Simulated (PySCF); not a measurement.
Species: C6H7BN2.
Numbering: `[CH2:1]=[CH:2][C:3]#[C:4][B:5]([C:6]#[N:7])[NH:8][CH3:9]` (hydrogens: H10, H11 on C1; H12 on C2; H13 on N8; H14, H15, H16 on C9)

Computed with PySCF at PBE0/pcSseg-1 and wB97X-D/def2-SVPD, non-relativistic, on one gas-phase PBE0-D3(BJ)/def2-SVP geometry that isn't relaxed in the solvent. The solvent is an IEF-PCM continuum (van der Waals radii × 1.2). Specific hydrogen bonds and non-electrostatic terms are outside this model.

Gas phase at PBE0/pcSseg-1: HOMO -7.34 eV, LUMO -2.12 eV, dipole 5.50 D.

Problem. What does the continuum do to the energy, the frontier levels and the dipole at PBE0/pcSseg-1 in cyclohexane and chloroform?

Solution. 
| solvent | ε | E(solvent) − E(gas) (kcal/mol) | polarisation term (kcal/mol) | distortion of the solute (kcal/mol) | HOMO (eV) | LUMO (eV) | dipole (D) |
| --- | --- | --- | --- | --- | --- | --- | --- |
| cyclohexane | 2.017 | -3.61 | -3.91 | 0.30 | -7.27 | -2.09 | 6.13 |
| chloroform | 4.711 | -6.47 | -7.44 | 0.97 | -7.23 | -2.09 | 6.62 |

Polarisation term: ½ Σ q·V over the induced surface charges. Distortion: the rise of the solute's own energy as its density leaves the gas-phase optimum. From cyclohexane to chloroform the lowering changes by a factor 1.79, Onsager's factor (ε − 1)/(2ε + 1) by 1.76 and ε itself by 2.3.

Problem. Which radius a makes the point-dipole formula ΔE = −[(ε − 1)/(2ε + 1)]·μ²/a³ give the value in chloroform, with the gas-phase dipole?

Solution. μ = 2.163 au and |ΔE| = 0.01031 Eh give a = 2.88 Å; the farthest nucleus lies 4.60 Å from the centroid of the nuclei, so such a sphere wouldn't even hold the nuclei. The formula assumes a rigid point dipole at the centre of a sphere.

Problem. Which Mulliken charges (PBE0/pcSseg-1) respond most in chloroform (means over atoms taken as equivalent)?

Solution. 
| atoms | environment | gas (e) | solvent (e) | change |
| --- | --- | --- | --- | --- |
| N7 | cyano nitrogen | -0.239 | -0.296 | -0.057 |
| C6 | cyano carbon | -0.106 | -0.081 | +0.025 |
| C4 | alkyne carbon | -0.203 | -0.223 | -0.020 |
| H13 | N–H hydrogen | +0.210 | +0.230 | +0.020 |
| B5 | three-coordinate boron | +0.542 | +0.525 | -0.017 |
| H10 | vinylic hydrogen | +0.138 | +0.151 | +0.013 |
| H11 | vinylic hydrogen | +0.134 | +0.147 | +0.013 |
| H12 | vinylic hydrogen | +0.148 | +0.160 | +0.012 |
| N8 | boron-bound nitrogen | -0.498 | -0.486 | +0.012 |
| C2 | alkene CH carbon | -0.325 | -0.334 | -0.009 |
| C3 | alkyne carbon | +0.052 | +0.043 | -0.009 |
| H14/H15/H16 | methyl hydrogen | +0.131 | +0.138 | +0.007 |

Problem. Which Mayer bond orders change most in chloroform?

Solution. 
```csv
bond,length (Å),gas,solvent,change
B5–N8,1.392,1.367,1.400,+0.033
C6–N7,1.160,2.920,2.936,+0.016
B5–C6,1.558,0.881,0.872,-0.009
N8–H13,1.014,0.920,0.911,-0.009
C2–C3,1.420,1.171,1.164,-0.007
N8–C9,1.441,0.954,0.949,-0.005
C4–B5,1.524,1.000,1.005,+0.005
C1–C2,1.342,1.904,1.900,-0.004
```

Gas phase at wB97X-D/def2-SVPD: HOMO -9.12 eV, LUMO -0.48 eV, dipole 5.44 D.

Problem. What does the continuum do to the energy, the frontier levels and the dipole at wB97X-D/def2-SVPD in chloroform?

Solution. 
```tsv
solvent	ε	E(solvent) − E(gas) (kcal/mol)	polarisation term (kcal/mol)	distortion of the solute (kcal/mol)	HOMO (eV)	LUMO (eV)	dipole (D)
chloroform	4.711	-6.43	-7.42	0.99	-8.99	-0.43	6.57
```

Problem. How does the static polarisability (wB97X-D/def2-SVPD, frozen core, with the continuum's full static response) change?

Solution. 
```csv
medium,isotropic (au),principal values (au),⟨r²⟩ of the electrons (bohr²)
gas,106.5,"62.5, 103.0, 154.1",1775.7
chloroform,131.6,"77.0, 127.6, 190.2",1775.0
```

The isotropic value in chloroform is 1.24 times the gas-phase one; no cavity-field correction is applied. ⟨r²⟩ is taken about the centre of nuclear charge.

The values belong to the conformer `[CH2:1]=[CH:2][C:3]#[C:4][B:5]([C:6]#[N:7])[NH:8][CH3:9]`: C4–B5–N8–C9 0°.

wB97X-D is run here without its empirical dispersion term; that term would change no orbital, density or response property at a fixed geometry.
